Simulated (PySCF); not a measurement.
An equivalent PySCF input for Cs (caesium, neutral), [Xe] 6s1, 2S determinant, with a scalar-relativistic core potential:

```python
from pyscf import gto, scf, dft, mp, cc
import basis_set_exchange as bse
txt = bse.get_basis("def2-TZVPPD", elements=["Cs"], fmt="nwchem", header=False)
cut = txt.index("\nECP")
mol = gto.M(atom="Cs 0 0 0", charge=0, spin=1, symmetry="D2h",
            basis=gto.basis.parse(txt[:cut]),
            ecp={"Cs": gto.basis.parse_ecp(txt[cut:])})
mf = dft.UKS(mol, xc="M06L")
mf.irrep_nelec = {'Ag': (2, 1), 'B1u': (1, 1), 'B2u': (1, 1), 'B3u': (1, 1)}
mf.kernel()
```

It reaches the same state as the run whose output follows, with an energy that differs only through the grid. The run itself started from symmetry-adapted Hartree-Fock orbitals and held the occupation by maximum overlap, on a logarithmic radial grid, so the iterations belong to that start.

```
SCF conv_tol = 1e-09
number electrons alpha = 5  beta = 4
XC functionals = M06L
    Y. Zhao and D. G. Truhlar.,  J. Chem. Phys. 125, 194101 (2006)
    Y. Zhao and D. G. Truhlar.,  J. Chem. Phys. 125, 194101 (2006)
    Y. Zhao and D. G. Truhlar.,  Theor. Chem. Acc. 120, 215 (2008)
cycle= 1 E= -20.1200566875469  delta_E= -0.00304  |g|= 0.0126  |ddm|= 0.645
cycle= 2 E= -20.1201826331454  delta_E= -0.000126  |g|= 0.00471  |ddm|= 0.0924
cycle= 3 E= -20.1202030755018  delta_E= -2.04e-05  |g|= 0.000169  |ddm|= 0.03
cycle= 4 E= -20.12020310479  delta_E= -2.93e-08  |g|= 1.68e-05  |ddm|= 0.00186
cycle= 5 E= -20.1202031051521  delta_E= -3.62e-10  |g|= 2.28e-06  |ddm|= 0.000136
converged SCF energy = -20.1202031051521  <S^2> = 0.75249922  2S+1 = 2.0024977
```

Energies and moments cover only the electrons outside the core potential. Spin-orbit coupling, which splits the p, d and f shells strongly at this Z, is absent.
